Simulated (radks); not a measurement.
Results of a calculation; reference values are marked as such.
Problem. Species: Nb21+. Configuration: [Ar] 3d2. Level of theory: scalar-relativistic Kohn-Sham, SCAN, spin-polarised, spherical densities, finite nucleus; open shells are filled with parallel spins first (spin-orbit coupling, left out, can overturn this in heavy ions); meta-GGA in the generalised Kohn-Sham scheme; Fermi nuclear charge, rms radius 4.324 fm (a radial shooting solver on a logarithmic mesh with Libxc functionals). Some entries of the table are withheld. Estimate them.

orbital  occ.  eigenvalue (hartree)  <1/r> (bohr^-1)
1s up       1             -722.8998            42.39
1s down     1             -722.8961            42.39
2s up       1             -127.3047              (1)
2s down     1             -127.0481              (2)
2p up       3             -116.9013            9.311
2p down     3             -116.7128            9.325
3s up       1             -41.83392            3.605
3s down     1             -41.54841            3.586
3p up       3             -38.39253              (3)
3p down     3             -38.09272              (4)
3d up       2             -33.37071              (5)

Solution. 
(1) 2s up <1/r> (bohr^-1): 9.597
(2) 2s down <1/r> (bohr^-1): 9.612
(3) 3p up <1/r> (bohr^-1): 3.473
(4) 3p down <1/r> (bohr^-1): 3.454
(5) 3d up <1/r> (bohr^-1): 3.299
